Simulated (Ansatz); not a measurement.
Molecular dynamics of AlH7N2O

Input:

```yaml
crystal:
  periodic: [false, false, false]
  atoms:
    - { symbol: Al, position_ang: [-0.028609, 0.356702, -0.073701] }
    - { symbol: H, position_ang: [-0.207808, -0.230244, 1.612337] }
    - { symbol: "N", position_ang: [1.54665, 0.174412, -0.875502] }
    - { symbol: H, position_ang: [1.731961, -0.5448, -1.550264] }
    - { symbol: H, position_ang: [2.401218, 0.640881, -0.635901] }
    - { symbol: "N", position_ang: [-1.52502, -0.083559, -0.91131] }
    - { symbol: H, position_ang: [-2.378201, -0.344608, -0.453914] }
    - { symbol: H, position_ang: [-1.672107, 0.0093, -1.899028] }
    - { symbol: O, position_ang: [0.01126, 1.845684, 1.050296] }
    - { symbol: H, position_ang: [0.831277, 2.327804, 1.180891] }
    - { symbol: H, position_ang: [-0.07842, 0.816427, 1.693796] }
basis:
  gaussian: { orbitals: "6-31G*" }
hamiltonian:
  xc: { name: BHLYP }
md:
  timestep: 0.5
  n_steps: 102
  ensemble: nve
  temperature: 300.0
  initial_velocities: maxwell_boltzmann
  seed: 4273
```

Launched with:

```bash
$ ansatz run input.yaml --threads 1 --pin off --max-ram 2048MiB --backend cpu --events-out ev --progress --plain --runs-dir out
```

It starts at the highest image of a converged band. Of that band: The profile has 2 maxima (images 3, 7) with wells between them (image 5): this band takes more than one step, which may be the mechanism or a detour left from its start path. Neighbouring images differ by up to 1.3 eV, so the band resolves the path poorly. A vibrational analysis at the climbing image gives one clearly imaginary mode, 1476i cm⁻¹: a first-order saddle point.

Output, in part (one step line in 4, the closing report, with atoms numbered from 0):

```
md step     0: t =     0.00 fs  T =   300.0 K  F+E_penalty+E_count = -11735.62492040 eV  E_kin = 0.349002 eV  conserved = -11735.27591840 eV  (25 SCF iters)
md step     4: t =     2.00 fs  T =   213.7 K  F+E_penalty+E_count = -11735.52181850 eV  E_kin = 0.248662 eV  conserved = -11735.27315657 eV  (31 SCF iters)
md step     8: t =     4.00 fs  T =   229.4 K  F+E_penalty+E_count = -11735.54215226 eV  E_kin = 0.266921 eV  conserved = -11735.27523089 eV  (30 SCF iters)
md step    12: t =     6.00 fs  T =   183.3 K  F+E_penalty+E_count = -11735.48644209 eV  E_kin = 0.213219 eV  conserved = -11735.27322287 eV  (30 SCF iters)
md step    16: t =     8.00 fs  T =   295.3 K  F+E_penalty+E_count = -11735.61874723 eV  E_kin = 0.343556 eV  conserved = -11735.27519105 eV  (27 SCF iters)
md step    20: t =    10.00 fs  T =   330.1 K  F+E_penalty+E_count = -11735.65796675 eV  E_kin = 0.384061 eV  conserved = -11735.27390588 eV  (29 SCF iters)
md step    24: t =    12.00 fs  T =   467.3 K  F+E_penalty+E_count = -11735.81884909 eV  E_kin = 0.543657 eV  conserved = -11735.27519202 eV  (29 SCF iters)
md step    28: t =    14.00 fs  T =   595.1 K  F+E_penalty+E_count = -11735.96691247 eV  E_kin = 0.692310 eV  conserved = -11735.27460221 eV  (30 SCF iters)
md step    32: t =    16.00 fs  T =   731.6 K  F+E_penalty+E_count = -11736.12519175 eV  E_kin = 0.851113 eV  conserved = -11735.27407858 eV  (29 SCF iters)
md step    36: t =    18.00 fs  T =   892.0 K  F+E_penalty+E_count = -11736.31364394 eV  E_kin = 1.037669 eV  conserved = -11735.27597485 eV  (30 SCF iters)
md step    40: t =    20.00 fs  T =   958.8 K  F+E_penalty+E_count = -11736.39075789 eV  E_kin = 1.115414 eV  conserved = -11735.27534380 eV  (30 SCF iters)
md step    44: t =    22.00 fs  T =   985.5 K  F+E_penalty+E_count = -11736.42106712 eV  E_kin = 1.146439 eV  conserved = -11735.27462823 eV  (29 SCF iters)
md step    48: t =    24.00 fs  T =   975.9 K  F+E_penalty+E_count = -11736.41003087 eV  E_kin = 1.135355 eV  conserved = -11735.27467564 eV  (31 SCF iters)
md step    52: t =    26.00 fs  T =   944.0 K  F+E_penalty+E_count = -11736.37295469 eV  E_kin = 1.098234 eV  conserved = -11735.27472059 eV  (29 SCF iters)
md step    56: t =    28.00 fs  T =   942.5 K  F+E_penalty+E_count = -11736.37214984 eV  E_kin = 1.096410 eV  conserved = -11735.27573941 eV  (31 SCF iters)
md step    60: t =    30.00 fs  T =   903.6 K  F+E_penalty+E_count = -11736.32494707 eV  E_kin = 1.051181 eV  conserved = -11735.27376623 eV  (30 SCF iters)
md step    64: t =    32.00 fs  T =   953.3 K  F+E_penalty+E_count = -11736.38432824 eV  E_kin = 1.109048 eV  conserved = -11735.27528014 eV  (31 SCF iters)
md step    68: t =    34.00 fs  T =   987.2 K  F+E_penalty+E_count = -11736.42241197 eV  E_kin = 1.148392 eV  conserved = -11735.27402023 eV  (31 SCF iters)
md step    72: t =    36.00 fs  T =  1075.0 K  F+E_penalty+E_count = -11736.52575985 eV  E_kin = 1.250635 eV  conserved = -11735.27512508 eV  (27 SCF iters)
md step    76: t =    38.00 fs  T =  1121.3 K  F+E_penalty+E_count = -11736.57901611 eV  E_kin = 1.304423 eV  conserved = -11735.27459310 eV  (29 SCF iters)
md step    80: t =    40.00 fs  T =  1145.2 K  F+E_penalty+E_count = -11736.60737559 eV  E_kin = 1.332230 eV  conserved = -11735.27514560 eV  (30 SCF iters)
md step    84: t =    42.00 fs  T =  1179.2 K  F+E_penalty+E_count = -11736.64753148 eV  E_kin = 1.371849 eV  conserved = -11735.27568226 eV  (29 SCF iters)
md step    88: t =    44.00 fs  T =  1150.5 K  F+E_penalty+E_count = -11736.61209788 eV  E_kin = 1.338421 eV  conserved = -11735.27367698 eV  (29 SCF iters)
md step    92: t =    46.00 fs  T =  1188.2 K  F+E_penalty+E_count = -11736.65793223 eV  E_kin = 1.382257 eV  conserved = -11735.27567475 eV  (29 SCF iters)
md step    96: t =    48.00 fs  T =  1109.9 K  F+E_penalty+E_count = -11736.56452723 eV  E_kin = 1.291160 eV  conserved = -11735.27336717 eV  (31 SCF iters)
md step   100: t =    50.00 fs  T =  1167.6 K  F+E_penalty+E_count = -11736.63532587 eV  E_kin = 1.358341 eV  conserved = -11735.27698456 eV  (30 SCF iters)
md step   102: t =    51.00 fs  T =  1122.8 K  F+E_penalty+E_count = -11736.58151144 eV  E_kin = 1.306178 eV  conserved = -11735.27533374 eV  (26 SCF iters)
Total energy: -11736.58170394 eV, -431.3114222792 hartree
Atom 0 at     0.004114     0.656793    -0.248061 Å, force     0.382690     0.545316     0.516099 eV/Å
Atom 1 at    -1.171010    -2.845089     3.079755 Å, force     0.174888     0.884689     0.588679 eV/Å
Atom 2 at     1.567471     0.020456    -0.828744 Å, force    -0.175463     0.710707     0.113418 eV/Å
Atom 3 at     1.643880    -0.713214    -1.500126 Å, force    -0.056861    -0.262144    -0.170424 eV/Å
Atom 4 at     2.411402     0.563768    -0.830909 Å, force     0.088465    -0.081812     0.089683 eV/Å
Atom 5 at    -1.484645    -0.165836    -0.796171 Å, force     0.575951     0.243768    -0.573169 eV/Å
Atom 6 at    -2.106565    -0.368315    -0.057029 Å, force    -1.008350    -0.248778     0.385699 eV/Å
Atom 7 at    -1.794372    -0.589062    -1.674082 Å, force     0.502398     0.439042     0.896806 eV/Å
Atom 8 at     0.026253     1.942920     0.976097 Å, force    -1.506919    -2.232588    -1.347003 eV/Å
Atom 9 at     0.727305     2.549685     1.025536 Å, force     1.197662     0.883252     0.091148 eV/Å
Atom 10 at    -1.046967    -2.216334     3.499928 Å, force    -0.174460    -0.881452    -0.590937 eV/Å
Dipole moment:     0.193611    -0.066043    -0.337372 e Å
```

The run went to its last step. The conserved energy stayed within 0.27 meV per atom of its start (net change 0.053 meV per atom), so the integration is sound. The kinetic energy rose, since the run started high on the potential surface and went downhill. It ends in pieces (AlH5N2O + H2), so much of that is their flight and rotation, not heat. A run of 0.051 ps of so small a system gives no equilibrium averages. The orbitals stay closed-shell, which can raise the energy where a bond breaks towards radicals; this wasn't checked here.

Between its relaxed ends the band would form H2–H11 and break Al1–H2, O9–H11. These pairs go: H2–H11 1.06 → 0.77 Å, Al1–H2 1.79 → 4.97 Å, O9–H11 1.22 → 4.98 Å. In the last frame they stand as after the step (other bonds may differ from the relaxed reactants and products). Also parted: Al1–H11 1.83 → 4.84 Å. It ends as AlH5N2O + H2. Pairs count as bonded within 1.25 times the sum of covalent radii (0.12 Å more for H–H).

Last frame:

```xyz
11
Properties=species:S:1:pos:R:3
Al 0.004 0.657 -0.248
H -1.171 -2.845 3.080
N 1.567 0.021 -0.829
H 1.644 -0.713 -1.500
H 2.411 0.564 -0.831
N -1.485 -0.166 -0.796
H -2.107 -0.368 -0.057
H -1.794 -0.589 -1.674
O 0.026 1.943 0.976
H 0.727 2.550 1.026
H -1.047 -2.216 3.500
```

Time of the run: 6.1 min on 1 thread of Arm Neoverse V1 (shared host), peak memory 0.15 GiB.
